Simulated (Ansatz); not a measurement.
`CB(C)N[SiH3]` and `C[B](C)[SnH3]` differ in one atom or group.

Ansatz, PBE0-D4/def2-TZVP geometries, multiplicity 1. Each molecule was computed in one conformer, which needn't be the lowest.

Elements past krypton have def2 core potentials.

```csv
property,`CB(C)N[SiH3]`
HOMO energy (ωB97M-V/def2-TZVPP) / eV,-10.35
HOMO–LUMO gap (ωB97M-V/def2-TZVPP) / eV,12.13
LUMO energy (B3LYP/def2-TZVPP) / eV,0.11
HOMO energy (PBE/def2-TZVPP) / eV,-6.76
HOMO–LUMO gap (PBE0/def2-TZVPP) / eV,8.42
HOMO–LUMO gap (B3LYP/def2-TZVPP) / eV,7.94
```

**Question.** Give the same properties after the change, and the shifts. (An estimate is asked.)

**Answer.** The calculation gave: 
```
                               property  `C[B](C)[SnH3]`  shift
  HOMO energy (ωB97M-V/def2-TZVPP) / eV            -9.31   1.04
HOMO–LUMO gap (ωB97M-V/def2-TZVPP) / eV             9.88  -2.25
    LUMO energy (B3LYP/def2-TZVPP) / eV            -1.57  -1.68
      HOMO energy (PBE/def2-TZVPP) / eV            -6.14   0.62
   HOMO–LUMO gap (PBE0/def2-TZVPP) / eV             5.85  -2.57
  HOMO–LUMO gap (B3LYP/def2-TZVPP) / eV             5.49  -2.45
```

With PBE0 the HOMO rises by 0.82 eV and the LUMO falls by 1.75 eV, so the gap narrows by about 2.57 eV. PBE moves the HOMO by 0.62 eV and ωB97M-V by 1.04 eV.

B3LYP here is the variant with VWN-RPA as its local correlation; programs differ in this.
